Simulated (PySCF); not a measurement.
A structure optimised at PBE-D3(BJ)/def2-SVP, used in a PySCF frequency run:

```
Ge
O 1 1.7952
H 2 0.9768 1 108.27
O 1 1.7985 2 109.95 3 -80.73
H 4 0.9753 1 110.11 2 -37.58
N 1 1.8358 2 110.12 3 31.03
H 6 1.0252 1 115.03 2 105.90
H 6 1.0267 7 108.87 1 -125.83
H 1 1.5489 2 103.78 3 157.63
```
Charge 0, spin multiplicity 1.

Q: Write its SMILES and formula.

A: [NH2][GeH]([OH])[OH], GeH5NO2

Q: What are its rotational constants (standard atomic weights)?

A: 5.6900, 5.2391, 3.3918 GHz
